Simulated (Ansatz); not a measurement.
# Worked example: InH2F + GaH2(NH2) → InH2(NH2) + GaH2F

Species: InH2F `[F][InH2]`, singlet; GaH2(NH2), singlet; InH2(NH2), singlet; GaH2F `[F][GaH2]`, singlet. The partners trade F for NH2: In–F and Ga–NH2 bonds give way to In–NH2 and Ga–F.

Shapes, held fixed at every level: PBE0-D4/def2-TZVP. Programs: Ansatz 0.2.0. The zero-point and thermal change to 298 K, harmonic and unscaled (PBE0-D4/def2-TZVP), is -1.1 kJ/mol.

At CCSD(T)/def2-TZVPP; 1 Eh = 2625.50 kJ/mol:

```
  species   energy (Eh)
    InH2F   -290.431529
GaH2(NH2)  -1980.546097
InH2(NH2)   -246.543445
    GaH2F  -2024.431262
```

Question: Work out ΔH(298 K) of the reaction at this level.

Answer: 
1. Products less reactants: (-246.543445) + (-2024.431262) − [(-290.431529) + (-1980.546097)] = 0.002919 Eh = +7.7 kJ/mol.
2. With the thermal change: +7.7 + (-1.1) = +6.6 kJ/mol.

Other levels give +4.6 (MP2/def2-TZVPP) to +11.5 kJ/mol (SPW92/def2-TZVPP). No measured value is set beside it here. For atoms past krypton def2 sets carry core potentials with scalar relativity. Relativity is left out for Ga. Outer-core shells of Ga, In are correlated in most correlated rows, in sets that cover them unevenly.
